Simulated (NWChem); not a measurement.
System: SiN, doublet; SMILES N#[Si]

NWChem input:

```
start job
memory heap 200 mb stack 900 mb global 1100 mb
geometry units angstroms noautoz
  Si     0.000000     0.000000    -0.526387
  N      0.000000     0.000000     1.048508
end
basis spherical
  * library cc-pvdz
end
dft
  odft
  mult 2
  xc hfexch
  iterations 150
  mulliken
end
task dft energy
```

NWChem printed, in part:

```
             Northwest Computational Chemistry Package (NWChem) 7.3.0
             --------------------------------------------------------

 ORDER OF PRIMARY AXIS IS BEING SET TO 4
 C4V symmetry detected

                             Geometry "geometry" -> ""
                             -------------------------

 Output coordinates in angstroms (scale by  1.889725989 to convert to a.u.)

  No.       Tag          Charge          X              Y              Z
 ---- ---------------- ---------- -------------- -------------- --------------
    1 Si                  14.0000     0.00000000     0.00000000    -0.52496500
    2 N                    7.0000     0.00000000     0.00000000     1.04993000

 Effective nuclear repulsion energy (a.u.)      32.9287796342

      Symmetry information
      --------------------

 Group name             C4v
 Group number             18
 Group order               8
 No. of unique centers     2

  xc_inp: hfexch multiplicative factor not found.

                                 NWChem DFT Module
                                 -----------------

 Summary of "ao basis" -> "ao basis" (spherical)
 ------------------------------------------------------------------------------
       Tag                 Description            Shells   Functions and Types
 ---------------- ------------------------------  ------  ---------------------
 Si                         cc-pvdz                  8       18   4s3p1d
 N                          cc-pvdz                  6       14   3s2p1d

      Symmetry analysis of basis
      --------------------------

        a1         14
        a2          0
        b1          2
        b2          2
        e          14

            General Information
            -------------------
          SCF calculation type: DFT
          Wavefunction type:  spin polarized.
          No. of atoms     :     2
          No. of electrons :    21
           Alpha electrons :    11
            Beta electrons :    10
          Charge           :     0
          Spin multiplicity:     2
          Use of symmetry is: on ; symmetry adaption is: on
          Maximum number of iterations: 150
          AO basis - number of functions:    32
                     number of shells:    14
          Convergence on energy requested:  1.00D-06
          Convergence on density requested:  1.00D-05
          Convergence on gradient requested:  5.00D-04

              XC Information
              --------------
                     Hartree-Fock (Exact) Exchange  1.000

      Superposition of Atomic Density Guess
      -------------------------------------

 Sum of atomic energies:        -343.13529107

      Non-variational initial energy
      ------------------------------

 Total energy =    -343.164993
 1-e energy   =    -539.659540
 2-e energy   =     163.565768
 HOMO         =      -0.267514
 LUMO         =      -0.000857

   Symmetry analysis of molecular orbitals - initial alpha
   -------------------------------------------------------

 !! scf_movecs_sym_adapt:    4 vectors were symmetry contaminated

  Symmetry fudging

 !! scf_movecs_sym_adapt:    4 vectors were symmetry contaminated

  Numbering of irreducible representations:

     1 a1          2 a2          3 b1          4 b2          5 e

  Orbital symmetries:

     1 a1          2 a1          3 a1          4 a1          5 e
     6 e           7 a1          8 a1          9 e          10 e
    11 a1         12 e          13 e          14 a1         15 a1
    16 e          17 e          18 a1         19 b1         20 b2
    21 e

   Symmetry analysis of molecular orbitals - initial beta
   ------------------------------------------------------

 !! scf_movecs_sym_adapt:    4 vectors were symmetry contaminated

  Symmetry fudging

 !! scf_movecs_sym_adapt:    4 vectors were symmetry contaminated

  Numbering of irreducible representations:

     1 a1          2 a2          3 b1          4 b2          5 e

  Orbital symmetries:

     1 a1          2 a1          3 a1          4 a1          5 e
     6 e           7 a1          8 a1          9 e          10 e
    11 a1         12 e          13 e          14 a1         15 a1
    16 e          17 e          18 a1         19 b1         20 b2
    21 e

     ---------------------------------------------
      Total Density - Mulliken Population Analysis
     ---------------------------------------------

    Atom       Charge   Shell Charges
 -----------   ------   -------------------------------------------------------
    1 Si  14    12.91   2.00  2.01  0.88  0.73  6.00  0.65  0.49  0.15
    2 N    7     8.09   2.00  0.90  0.90  2.38  1.88  0.01

     --------------------------------------------
      Spin Density - Mulliken Population Analysis
     --------------------------------------------

    Atom       Charge   Shell Charges
 -----------   ------   -------------------------------------------------------
    1 Si  14     0.55  -0.00 -0.00  0.07  0.24  0.00  0.18  0.06  0.01
    2 N    7     0.45  -0.00  0.00  0.01  0.29  0.15  0.00

 !! scf_movecs_sym_adapt:    2 vectors were symmetry contaminated

  Symmetry fudging

 !! scf_movecs_sym_adapt:    2 vectors were symmetry contaminated

 !! scf_movecs_sym_adapt:    4 vectors were symmetry contaminated

  Symmetry fudging

 !! scf_movecs_sym_adapt:    4 vectors were symmetry contaminated

   convergence    iter        energy       DeltaE   RMS-Dens  Diis-err
 ---------------- ----- ----------------- --------- --------- ---------
 d= 0,ls=0.0,diis     1   -343.1078884670 -3.76D+02  1.65D-02  1.63D-01
                                                     1.65D-02  2.03D-01

 !! scf_movecs_sym_adapt:    4 vectors were symmetry contaminated

  Symmetry fudging

 !! scf_movecs_sym_adapt:    4 vectors were symmetry contaminated

  Symmetry fudging

 !! scf_movecs_sym_adapt:    2 vectors were symmetry contaminated

 d= 0,ls=0.0,diis     2   -343.0244605805  8.34D-02  9.55D-03  4.39D-01
                                                     8.24D-03  3.25D-01

 !! scf_movecs_sym_adapt:    4 vectors were symmetry contaminated

  Symmetry fudging

 !! scf_movecs_sym_adapt:    2 vectors were symmetry contaminated

 !! scf_movecs_sym_adapt:    4 vectors were symmetry contaminated

  Symmetry fudging

 !! scf_movecs_sym_adapt:    4 vectors were symmetry contaminated

 d= 0,ls=0.0,diis     3   -343.2427819382 -2.18D-01  2.25D-03  4.26D-03
                                                     2.89D-03  3.36D-03

 !! scf_movecs_sym_adapt:    4 vectors were symmetry contaminated

  Symmetry fudging

 !! scf_movecs_sym_adapt:    2 vectors were symmetry contaminated

 !! scf_movecs_sym_adapt:    4 vectors were symmetry contaminated

  Symmetry fudging

 !! scf_movecs_sym_adapt:    4 vectors were symmetry contaminated

 d= 0,ls=0.0,diis     4   -343.2522905877 -9.51D-03  1.57D-03  1.00D-03
                                                     2.31D-03  1.56D-03

 !! scf_movecs_sym_adapt:    4 vectors were symmetry contaminated

  Symmetry fudging

 !! scf_movecs_sym_adapt:    2 vectors were symmetry contaminated

 !! scf_movecs_sym_adapt:    4 vectors were symmetry contaminated

  Symmetry fudging

 !! scf_movecs_sym_adapt:    4 vectors were symmetry contaminated

 d= 0,ls=0.0,diis     5   -343.2574893012 -5.20D-03  1.82D-03  5.22D-04
                                                     2.33D-03  9.11D-04

 !! scf_movecs_sym_adapt:    4 vectors were symmetry contaminated

  Symmetry fudging

 !! scf_movecs_sym_adapt:    4 vectors were symmetry contaminated

 !! scf_movecs_sym_adapt:    4 vectors were symmetry contaminated

  Symmetry fudging

 !! scf_movecs_sym_adapt:    2 vectors were symmetry contaminated

  Resetting Diis
 d= 0,ls=0.0,diis     6   -343.2615701468 -4.08D-03  1.65D-03  4.91D-04
                                                     1.70D-03  3.60D-04

 !! scf_movecs_sym_adapt:    2 vectors were symmetry contaminated

  Symmetry fudging

 !! scf_movecs_sym_adapt:    4 vectors were symmetry contaminated

  Symmetry fudging

 !! scf_movecs_sym_adapt:    2 vectors were symmetry contaminated

 d= 0,ls=0.0,diis     7   -343.2641165403 -2.55D-03  6.77D-04  4.44D-04
                                                     4.98D-04  2.01D-04

 !! scf_movecs_sym_adapt:    4 vectors were symmetry contaminated

  Symmetry fudging

 !! scf_movecs_sym_adapt:    4 vectors were symmetry contaminated

  Symmetry fudging
 d= 0,ls=0.0,diis     8   -343.2649567184 -8.40D-04  5.01D-04  2.14D-04
                                                     6.55D-04  3.40D-04

 !! scf_movecs_sym_adapt:    2 vectors were symmetry contaminated

  Symmetry fudging

 !! scf_movecs_sym_adapt:    4 vectors were symmetry contaminated

  Symmetry fudging
 d= 0,ls=0.0,diis     9   -343.2657491517 -7.92D-04  3.77D-03  3.73D-04
                                                     3.95D-03  1.68D-04

 !! scf_movecs_sym_adapt:    2 vectors were symmetry contaminated

  Symmetry fudging

 !! scf_movecs_sym_adapt:    2 vectors were symmetry contaminated

 !! scf_movecs_sym_adapt:    4 vectors were symmetry contaminated

  Symmetry fudging

 !! scf_movecs_sym_adapt:    2 vectors were symmetry contaminated

 d= 0,ls=0.0,diis    10   -343.2695819280 -3.83D-03  3.03D-04  2.31D-04
                                                     5.55D-04  9.07D-05

 !! scf_movecs_sym_adapt:    2 vectors were symmetry contaminated

  Symmetry fudging

 !! scf_movecs_sym_adapt:    4 vectors were symmetry contaminated

  Symmetry fudging
 d= 0,ls=0.0,diis    11   -343.2696713551 -8.94D-05  1.14D-03  1.79D-05
                                                     1.51D-03  1.38D-04

 !! scf_movecs_sym_adapt:    4 vectors were symmetry contaminated

  Symmetry fudging

 !! scf_movecs_sym_adapt:    2 vectors were symmetry contaminated

 !! scf_movecs_sym_adapt:    2 vectors were symmetry contaminated

  Symmetry fudging

 !! scf_movecs_sym_adapt:    2 vectors were symmetry contaminated

 d= 0,ls=0.0,diis    12   -343.2702381174 -5.67D-04  2.74D-04  4.36D-06
                                                     5.40D-04  2.13D-05

 !! scf_movecs_sym_adapt:    2 vectors were symmetry contaminated

  Symmetry fudging

 !! scf_movecs_sym_adapt:    2 vectors were symmetry contaminated

  Symmetry fudging

 !! scf_movecs_sym_adapt:    2 vectors were symmetry contaminated

 d= 0,ls=0.0,diis    13   -343.2703032775 -6.52D-05  2.34D-04  6.79D-07
                                                     3.01D-04  1.46D-06

 !! scf_movecs_sym_adapt:    2 vectors were symmetry contaminated

  Symmetry fudging

 !! scf_movecs_sym_adapt:    4 vectors were symmetry contaminated

  Symmetry fudging
 d= 0,ls=0.0,diis    14   -343.2703093975 -6.12D-06  1.21D-04  1.01D-07
                                                     1.45D-04  1.52D-07

 !! scf_movecs_sym_adapt:    2 vectors were symmetry contaminated

  Symmetry fudging

 !! scf_movecs_sym_adapt:    4 vectors were symmetry contaminated

  Symmetry fudging

 !! scf_movecs_sym_adapt:    2 vectors were symmetry contaminated

 d= 0,ls=0.0,diis    15   -343.2703098554 -4.58D-07  4.83D-05  4.50D-08
                                                     5.94D-05  2.12D-07

 !! scf_movecs_sym_adapt:    2 vectors were symmetry contaminated

  Symmetry fudging

 !! scf_movecs_sym_adapt:    4 vectors were symmetry contaminated

  Symmetry fudging

 !! scf_movecs_sym_adapt:    2 vectors were symmetry contaminated

 d= 0,ls=0.0,diis    16   -343.2703105278 -6.72D-07  3.11D-06  5.92D-10
                                                     3.68D-06  8.93D-10

         Total DFT energy =     -343.270310527777
      One electron energy =     -540.215719967618
           Coulomb energy =      190.933580991320
    Exchange-Corr. energy =      -26.916951185658
 Nuclear repulsion energy =       32.928779634179

 Numeric. integr. density =        0.000000000000

                  Occupations of the irreducible representations
                  ----------------------------------------------

                     irrep           alpha         beta
                     --------     --------     --------
                     a1                7.0          6.0
                     a2                0.0          0.0
                     b1                0.0          0.0
                     b2                0.0          0.0
                     e                 4.0          4.0

                    DFT Final Alpha Molecular Orbital Analysis
                    ------------------------------------------

 Vector    9  Occ=1.000000D+00  E=-5.094972D-01  Symmetry=e
              MO Center= -5.5D-16, -8.2D-16,  9.3D-01, r^2= 9.0D-01
   Bfn.  Coefficient  Atom+Function         Bfn.  Coefficient  Atom+Function
  ----- ------------  ---------------      ----- ------------  ---------------
    23      0.471017  2 N  py                22      0.391028  2 N  px
    26      0.329555  2 N  py                25      0.273589  2 N  px
     9      0.097238  1 Si py                 8      0.080725  1 Si px
    12      0.054443  1 Si py                15      0.052010  1 Si d -1
    11      0.045198  1 Si px                17     -0.043178  1 Si d  1

 Vector   10  Occ=1.000000D+00  E=-5.094972D-01  Symmetry=e
              MO Center= -1.5D-17, -3.9D-17,  9.3D-01, r^2= 9.0D-01
   Bfn.  Coefficient  Atom+Function         Bfn.  Coefficient  Atom+Function
  ----- ------------  ---------------      ----- ------------  ---------------
    22      0.471017  2 N  px                23     -0.391028  2 N  py
    25      0.329555  2 N  px                26     -0.273589  2 N  py
     8      0.097238  1 Si px                 9     -0.080725  1 Si py
    11      0.054443  1 Si px                17     -0.052010  1 Si d  1
    12     -0.045198  1 Si py                15     -0.043178  1 Si d -1

 Vector   11  Occ=1.000000D+00  E=-4.293520D-01  Symmetry=a1
              MO Center=  4.0D-16,  3.1D-16, -9.4D-01, r^2= 1.8D+00
   Bfn.  Coefficient  Atom+Function         Bfn.  Coefficient  Atom+Function
  ----- ------------  ---------------      ----- ------------  ---------------
     4      0.536968  1 Si s                  3      0.374828  1 Si s
    10     -0.337869  1 Si pz                24      0.250937  2 N  pz
    13     -0.205952  1 Si pz                27      0.177091  2 N  pz
    20     -0.044141  2 N  s                 21     -0.032046  2 N  s

 Vector   12  Occ=0.000000D+00  E= 7.424516D-02  Symmetry=e
              MO Center= -2.6D-16, -3.9D-16, -6.4D-01, r^2= 3.2D+00
   Bfn.  Coefficient  Atom+Function         Bfn.  Coefficient  Atom+Function
  ----- ------------  ---------------      ----- ------------  ---------------
    12      0.836220  1 Si py                 9      0.295067  1 Si py
    26     -0.287727  2 N  py                23     -0.197938  2 N  py
    15     -0.082822  1 Si d -1              11     -0.035397  1 Si px
     6     -0.030401  1 Si py

 Vector   13  Occ=0.000000D+00  E= 7.424516D-02  Symmetry=e
              MO Center= -2.0D-16,  1.7D-16, -6.4D-01, r^2= 3.2D+00
   Bfn.  Coefficient  Atom+Function         Bfn.  Coefficient  Atom+Function
  ----- ------------  ---------------      ----- ------------  ---------------
    11      0.836220  1 Si px                 8      0.295067  1 Si px
    25     -0.287727  2 N  px                22     -0.197938  2 N  px
    17      0.082822  1 Si d  1              12      0.035397  1 Si py
     5     -0.030401  1 Si px

[...]
```

Level: UHF/cc-pVDZ. The geometry was optimised at PBE0/def2-SVP, spin-unrestricted. The determinant is spin-contaminated (<S²> = 1.23). No stability test was run on the SCF state.
